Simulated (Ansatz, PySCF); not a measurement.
Species: CHF (charge 0, singlet). 
Coordinates optimised at B3LYP-D3(BJ)/def2-TZVP (Ansatz, a quantum-chemistry and plane-wave program):
```xyz
3

C     -0.5669     0.4516    -0.0174
F      0.5297    -0.2636     0.0165
H     -1.3661    -0.3376    -0.0445
```

Total electronic energies in hartree. Cores are frozen in the correlated levels unless marked. Spin-orbit coupling is left out. Non-relativistic. FCI takes restricted orbitals. Basis-set limits of correlation are two-point, X^-3; Hartree-Fock from the larger set (for Q and 5 zeta extrapolated as (X+1)exp(-9√X)).

The Hartree-Fock reference is unstable (checked in the largest basis), which strains HF and MP2. 

| level | program | energy (Eh) |
|---|---|---|
| HF/aug-cc-pVDZ | Ansatz | -137.77565 |
| HF/def2-TZVPPD | Ansatz | -137.81885 |
| TPSS-D3(BJ)/def2-TZVPD | PySCF + dftd3 | -138.48302 |
| PBE0/def2-TZVPD | Ansatz | … |
| CAM-B3LYP/def2-TZVPD | PySCF | … |
| RPA@PBE/cc-pVQZ | Ansatz | -138.48119 |
| RI-MP2/CBS(def2-TZVPP,def2-QZVPP) | Ansatz | -138.2671 |
| SCS-MP2/cc-pVQZ | Ansatz | -138.24169 |
| CCSD/def2-TZVPP | Ansatz | -138.22061 |
| CCSD/def2-QZVPPD | Ansatz | -138.25677 |
| CCSD/cc-pV5Z | Ansatz | -138.26874 |
| CCSD(T)/cc-pwCVTZ | Ansatz | -138.23830 |
| CCSD(T)/cc-pV5Z | Ansatz | -138.28531 |
| FCI/STO-3G | Ansatz | … |
| CCSD(T)/CBS(cc-pVQZ,cc-pV5Z) | Ansatz | -138.2976 |

Task: Fill in the missing entries.

Result: 
- PBE0/def2-TZVPD, energy (Eh): -138.31869
- CAM-B3LYP/def2-TZVPD, energy (Eh): -138.42296
- FCI/STO-3G, energy (Eh): -135.97434
